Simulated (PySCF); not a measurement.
PySCF input (B3PW91/6-31G* (5d)):

```python
from pyscf import gto, dft

mol = gto.M(
    atom='''
    N    -1.70694800   -0.65431600    0.25024700
    Si   -0.58544600    0.63195500    0.00078900
    Si    1.53945300   -0.31873300   -0.23459500
    H    -1.55701900   -1.33366500    0.97899900
    H    -2.68998600   -0.51749200    0.07470100
    H    -0.54094700    1.66956800    1.07445000
    H    -0.99457700    1.33399800   -1.23919500
    H     1.70708600   -1.56047500    0.56858900
    H     2.66798200    0.60318400    0.06400800
    ''',
    basis='6-31g*',
    charge=0,
    spin=1,
    verbose=4,
)

mf = dft.UKS(mol, xc='b3pw91')
mf.grids.level = 3
mf.conv_tol = 1e-9
mf.max_cycle = 100
mf.max_memory = 1500
mf.kernel()
if not mf.converged:
    mf = mf.newton()
    mf.kernel(mf.make_rdm1())
mo, _, stable, _ = mf.stability(return_status=True)
if not stable:
    mf.kernel(mf.make_rdm1(mo, mf.mo_occ))
    stable = mf.stability(return_status=True)[2]
mf.dip_moment()
```

From the output:

```
  alpha nocc = 21  HOMO = -0.176163019604639  LUMO = -0.044558703520476
  beta  nocc = 20  HOMO = -0.29856843221619  LUMO = -0.176163019604639

WARN: HOMO -0.176163019604639 >= LUMO -0.176163019604639

cycle= 1 E= -637.150454153122  delta_E= -0.0397  |g|= 0.293  |ddm|= 1.81
  alpha nocc = 21  HOMO = -0.16759526546408  LUMO = 0.0170692838663071
  beta  nocc = 20  HOMO = -0.166448101209325  LUMO = -0.102215459843556
  HOMO = -0.166448101209  LUMO = -0.102215459844  gap/eV = 1.74786
cycle= 2 E= -637.108602710038  delta_E= 0.0419  |g|= 0.42  |ddm|= 0.615
  alpha nocc = 21  HOMO = -0.208084405158242  LUMO = 0.00568768702856071
  beta  nocc = 20  HOMO = -0.256004387963322  LUMO = -0.095999883446642
  HOMO = -0.208084405158  LUMO = -0.0959998834466  gap/eV = 3.04998
cycle= 3 E= -637.189141278651  delta_E= -0.0805  |g|= 0.0249  |ddm|= 0.404
  alpha nocc = 21  HOMO = -0.210352225980102  LUMO = 0.00511039699764115
  beta  nocc = 20  HOMO = -0.251990307595187  LUMO = -0.0943781885899382
  HOMO = -0.21035222598  LUMO = -0.0943781885899  gap/eV = 3.15581
cycle= 4 E= -637.189553640811  delta_E= -0.000412  |g|= 0.00515  |ddm|= 0.0414
  alpha nocc = 21  HOMO = -0.211389752670762  LUMO = 0.00568983110102605
  beta  nocc = 20  HOMO = -0.251892616969303  LUMO = -0.0938578943313222
  HOMO = -0.211389752671  LUMO = -0.0938578943313  gap/eV = 3.19820
cycle= 5 E= -637.189580034789  delta_E= -2.64e-05  |g|= 0.00165  |ddm|= 0.0131
  alpha nocc = 21  HOMO = -0.211161966604055  LUMO = 0.00559874248573466
  beta  nocc = 20  HOMO = -0.252136894612569  LUMO = -0.0931797662575389
  HOMO = -0.211161966604  LUMO = -0.0931797662575  gap/eV = 3.21046
cycle= 6 E= -637.189583441253  delta_E= -3.41e-06  |g|= 0.00056  |ddm|= 0.00421
  alpha nocc = 21  HOMO = -0.211261425849809  LUMO = 0.00567405479108629
  beta  nocc = 20  HOMO = -0.252051474129715  LUMO = -0.0930992399012833
  HOMO = -0.21126142585  LUMO = -0.0930992399013  gap/eV = 3.21536
cycle= 7 E= -637.189583932078  delta_E= -4.91e-07  |g|= 0.000138  |ddm|= 0.00177
  alpha nocc = 21  HOMO = -0.211285649122072  LUMO = 0.00565352106570316
  beta  nocc = 20  HOMO = -0.252059375905773  LUMO = -0.0931056314329544
  HOMO = -0.211285649122  LUMO = -0.093105631433  gap/eV = 3.21584
cycle= 8 E= -637.189583962376  delta_E= -3.03e-08  |g|= 5.84e-05  |ddm|= 0.000455
  alpha nocc = 21  HOMO = -0.211278182153799  LUMO = 0.0056628465562647
  beta  nocc = 20  HOMO = -0.252048777694048  LUMO = -0.0930998531196918
  HOMO = -0.211278182154  LUMO = -0.0930998531197  gap/eV = 3.21580
cycle= 9 E= -637.189583966207  delta_E= -3.83e-09  |g|= 1.2e-05  |ddm|= 0.00014
  alpha nocc = 21  HOMO = -0.211279733059927  LUMO = 0.00566206275069758
  beta  nocc = 20  HOMO = -0.252050952511606  LUMO = -0.0931028078766634
  HOMO = -0.21127973306  LUMO = -0.0931028078767  gap/eV = 3.21576
cycle= 10 E= -637.189583966385  delta_E= -1.78e-10  |g|= 3.08e-06  |ddm|= 3.28e-05
  alpha nocc = 21  HOMO = -0.211278480650854  LUMO = 0.00566252574699
  beta  nocc = 20  HOMO = -0.252050578455961  LUMO = -0.0931017964695933
  HOMO = -0.211278480651  LUMO = -0.0931017964696  gap/eV = 3.21575
Extra cycle  E= -637.189583966395  delta_E= -9.89e-12  |g|= 1.85e-06  |ddm|= 1.03e-05
converged SCF energy = -637.189583966395  <S^2> = 0.75322752  2S+1 = 2.0032249
uhf_internal: lowest eigs of H = [0.23661752 0.30914177 0.32748314]
<class 'pyscf.dft.uks.UKS'> wavefunction is stable in the internal stability analysis
Dipole moment(X, Y, Z, Debye): -1.42390, -0.39858,  0.77553
```

The geometry given is a B3LYP-D3(BJ)/def2-TZVP minimum.
